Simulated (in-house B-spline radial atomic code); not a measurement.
Ge³⁺ is squeezed into an impenetrable sphere of radius R (the orbitals vanish at R). Caution: exact exchange at fractional occupations of open shells leaves self-interaction of up to several eV. Method: non-relativistic PBE0, spin-polarised, spherical fractional occupations, point nucleus. Calculated with a B-spline radial code for spherical atoms.

Energies in eV above the free ion in [Ar] 3d10 4s1:

```
R (bohr)  highest level (eV)  [Ar] 3d10 4s1  [Ar] 3d10 4p1  [Ar] 3d10 4d1  -dE/dV in [Ar] 3d10 4s1 (GPa)
    8.05               -41.6              0          10.71          23.98                       2.61e-05
    5.68               -41.6       0.006119          10.75          24.52                         0.0446
    5.36               -41.5        0.01455           10.8          24.81                          0.117
       4                 -41         0.4542          11.92          28.77                           5.81
    3.87               -40.8         0.6176          12.25          29.62                           8.34
    3.12               -37.8          3.473          16.87           38.8                           70.1
    2.58               -29.8          12.15          28.22          55.79                            375
    2.26               -18.1          26.68          45.28          77.25                           1140
    1.79                27.5          96.33          120.2          158.4                           7670
    1.24                 255          612.2          638.1          661.3                         131000
```

(1) Does [Ar] 3d10 4p1 fall below [Ar] 3d10 4s1 under compression?

(2) Does [Ar] 3d10 4d1 fall below [Ar] 3d10 4s1 under compression?

The highest level is first positive in the row R = 1.79 bohr, pushed up by confinement above the zero of the free ion's potential. Each configuration is held fixed and needn't be the lowest in the sphere.

## Answers

(1) No, it stays above over the whole range.

(2) No, it stays above over the whole range.
